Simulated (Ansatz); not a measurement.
Reaction (ligand exchange at the Al–S bond): `C[O][Al]([OH])[SH]` + HCl → `C[O][Al]([OH])[Cl]` + H₂S

Computed with Ansatz on PBE0-D4/def2-TZVP structures; ΔE is electronic, products minus reactants. CBS: MP2 limit from def2 TZ/QZ plus the TZ coupled-cluster correction, frozen cores. This one scheme is used for every species. DFT in def2-TZVPP. HSE06 is defined as in plane-wave codes. One conformer a species, not always the lowest.

Is it downhill or uphill in electronic energy at CCSD(T)/CBS, and by how much? (Best estimate.)

Computed: Downhill: ΔE = -53.5 kJ/mol.

What do these levels give: HSE06-D4, BHLYP-D4, r2SCAN, CCSD(T)/def2-SVP, CCSD/def2-TZVPP, MP2/def2-QZVPP? (Best estimate.)

Computed: HSE06-D4 -50.8, BHLYP-D4 -58.0, r2SCAN -54.3, CCSD(T)/def2-SVP -60.6, CCSD/def2-TZVPP -55.2, MP2/def2-QZVPP -54.1 kJ/mol.

Largest T1 diagnostic among the species: 0.012.

At CCSD(T), def2-SVP lies −7.1 kJ/mol from the extrapolated value and def2-TZVPP +0.2 kJ/mol. In def2-TZVPP, CCSD(T) changes the Hartree–Fock value by +11.8 kJ/mol (the triples alone add +1.9 kJ/mol) and MP2 by +11.2 kJ/mol. From BLYP to BHLYP (50 % exact exchange), in def2-TZVPP and without D4, ΔE moves by −4.6 kJ/mol.
